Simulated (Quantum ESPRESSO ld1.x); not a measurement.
Ionisation ladder of rhodium, from Rh to Rh5+. Each ion is in the ground configuration listed by NIST, and IE = E(next ion) - E(this ion). All-electron calculation, non-relativistic Kohn-Sham, LDA (Slater exchange, VWN5 correlation), spin-unpolarised, spherical densities, point nucleus; relativity is left out, which matters for an element this heavy. Program: ld1.x of Quantum ESPRESSO 7.5.

species  configuration  E (hartree)  IE, Delta-SCF (eV)  -e(HOMO) (eV)  HOMO  <r> HOMO (bohr)  IE, NIST (eV)       kind  error (eV)
Rh        [Kr] 4d8 5s1   -4683.3010               7.271          4.207    5s             3.40          7.459       exp.      -0.187
Rh+           [Kr] 4d8   -4683.0338              20.041         14.047    4d             1.53         18.080  semi-emp.      +1.961
Rh2+          [Kr] 4d7   -4682.2973              33.153         26.333    4d             1.43         31.060  semi-emp.      +2.093
Rh3+          [Kr] 4d6   -4681.0790              47.700         40.210    4d             1.36             42     theory      +5.700
Rh4+          [Kr] 4d5   -4679.3260              63.451         55.389    4d             1.30             63     theory      +0.451
Rh5+          [Kr] 4d4   -4676.9942              80.258         71.689    4d             1.25             80     theory      +0.258

Reference values: NIST Atomic Spectra Database (exp. = measured, semi-emp. = semi-empirical, theory = theoretical value adopted there). The ionisation energy per charge of the ion left behind rises most, in proportion, at Rh+ ([Kr] 4d8), from 7.271 to 10.020 eV. Against the entries that are not theoretical the mean signed error is +5.0 % and the largest +10.8 %. Relativity is left out here, which matters for elements this heavy. Spin polarisation and multiplet splitting are left out, so open shells lie too high by an amount that depends on their filling.

Beside tabulated values, note that spin-unpolarised runs miss the spin-polarisation part of the exchange energy of open shells.
